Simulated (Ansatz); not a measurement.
Spectroscopic constants of KAl, multiplicity 3 (an upper state: multiplicity 1 came lower at CCSD(T)/def2-TZVPP on PBE0 minima). No spin–orbit coupling. K is treated without relativity.

The constants come from a fifth-degree fit in 1/R (seven points, main isotopes). In def2 and cc sets the state is the lowest found near the PBE0 minimum, followed along R.

Correlated levels freeze the inner cores; with def2 sets outer-core shells near the valence are correlated too.

Programs: Ansatz (Gaussian orbitals). Each number belongs to the level named beside it.

Energies at CCSD/def2-TZVPP:

```
R (Å)       E (hartree)
--------  -------------
3.144472  -841.26387716
3.229001  -841.26502343
3.306767  -841.26560149
3.394677  -841.26581545
3.482587  -841.26566453
3.584022  -841.26515102
3.702362  -841.26423282
```

Task: With a reduced mass of 15.9420 u, find the minimum, the force constant and the constants.

Result: A fifth-degree polynomial in 1/R puts the minimum at r_e = 3.3984 Å with force constant 20.3 N/m. Then ω_e = (1/2πc)√(k/μ) = 147 cm⁻¹ and B_e = h/(8π²cμr_e²) = 0.09156 cm⁻¹; the cubic and quartic terms give α_e = 0.00083 and ω_e x_e = 1.2 cm⁻¹.

Ansatz is a quantum-chemistry and plane-wave program.
